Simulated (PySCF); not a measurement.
C₂H₇BO₃, SMILES C[C@H](O)B(O)O. Coordinates come from a PBE0-D3(BJ)/def2-SVP optimisation. The structure was generated by enumeration; whether it is a known compound was not checked. Other conformers were not sampled.

Computed equilibrium geometry at PBE0-D3(BJ)/def2-SVP (PySCF confirms it by a frequency run) as bond lengths and angles (one conformer of several):
Atoms: C1 C2 O3 B4 O5 O6 H7 H8 H9 H10 H11 H12 H13. Bonded distances (Å): C1–C2 1.521, C1–H7 1.100, C1–H8 1.101, C1–H9 1.104, C2–O3 1.423, C2–B4 1.590, C2–H10 1.110, O3–H11 0.962, B4–O5 1.356, B4–O6 1.358, O5–H12 0.970, O6–H13 0.964. Angles (°): C2–C1–H7 110.6, C2–C1–H8 110.8, C2–C1–H9 111.7, H7–C1–H8 108.1, H7–C1–H9 107.7, H8–C1–H9 107.8, C1–C2–O3 112.2, C1–C2–B4 112.8, C1–C2–H10 108.6, O3–C2–B4 105.2, O3–C2–H10 110.2, B4–C2–H10 107.7, C2–O3–H11 109.5, C2–B4–O5 118.9, C2–B4–O6 119.9, O5–B4–O6 121.2, B4–O5–H12 107.4, B4–O6–H13 111.4.
Charge 0, spin multiplicity 1.
